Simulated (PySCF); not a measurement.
PySCF 2.14 output of an unrestricted r2SCAN calculation on a single atom or ion in aug-cc-pVQZ-DK (9s8p6d4f3g2h, 140 functions), with the spin-free X2C one-electron Hamiltonian (Gaussian nucleus):

```
SCF conv_tol = 1e-09
number electrons alpha = 11  beta = 10
    J. W. Furness, A. D. Kaplan, J. Ning, J. P. Perdew, and J. Sun.,  J. Phys. Chem. Lett. 11, 8208-8215 (2020)
    J. W. Furness, A. D. Kaplan, J. Ning, J. P. Perdew, and J. Sun.,  J. Phys. Chem. Lett. 11, 9248-9248 (2020)
    J. W. Furness, A. D. Kaplan, J. Ning, J. P. Perdew, and J. Sun.,  J. Phys. Chem. Lett. 11, 8208-8215 (2020)
    J. W. Furness, A. D. Kaplan, J. Ning, J. P. Perdew, and J. Sun.,  J. Phys. Chem. Lett. 11, 9248-9248 (2020)
cycle= 1 E= -763.89701532046  delta_E= -0.00302  |g|= 0.00819  |ddm|= 2.75
cycle= 2 E= -763.897091599121  delta_E= -7.63e-05  |g|= 0.00252  |ddm|= 0.269
cycle= 3 E= -763.897115330302  delta_E= -2.37e-05  |g|= 0.00145  |ddm|= 0.195
cycle= 4 E= -763.897122703259  delta_E= -7.37e-06  |g|= 0.000631  |ddm|= 0.113
cycle= 5 E= -763.89712505641  delta_E= -2.35e-06  |g|= 8.2e-05  |ddm|= 0.118
cycle= 6 E= -763.897125085396  delta_E= -2.9e-08  |g|= 1.73e-05  |ddm|= 0.0222
cycle= 7 E= -763.897125086631  delta_E= -1.24e-09  |g|= 5.43e-06  |ddm|= 0.00265
cycle= 8 E= -763.897125086778  delta_E= -1.46e-10  |g|= 3.73e-07  |ddm|= 0.00141
converged SCF energy = -763.897125086778  <S^2> = 0.75159044  2S+1 = 2.0015898
```

The run itself started from symmetry-adapted Hartree-Fock orbitals and held the occupation by maximum overlap, on a logarithmic radial grid, so the iterations belong to that start.

Task: Which element, charge and spin multiplicity is this?

Result: Sc (scandium, neutral), multiplicity 2; the state was [Ar] 4s2 5s1, 2S determinant (an excited configuration).

The outer electron is Rydberg-like, and this basis confines it to a smaller radius and binds it less than a complete one would.
